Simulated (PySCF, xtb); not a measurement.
C4H10Si2, SMILES C(C#C)C([SiH3])[SiH3].

GFN2-xTB run with xtb 6.7.1 at its own geometry gives an orbital gap of 5.16 eV and a dipole moment of 0.38 D.

Coordinates come from a TPSSh-D3(BJ)/def2-SVP optimisation. The structure was generated by enumeration, and PubChem lists no compound with its InChIKey, so it may never have been made. The values are those of a single conformer.

### Question
What does PySCF with PBE/def2-TZVP give? (An estimate is asked for; the answer gives what the named calculation found.)

### Answer
gap 5.87 eV (levels -6.62 and -0.75 eV), dipole 0.60 D.
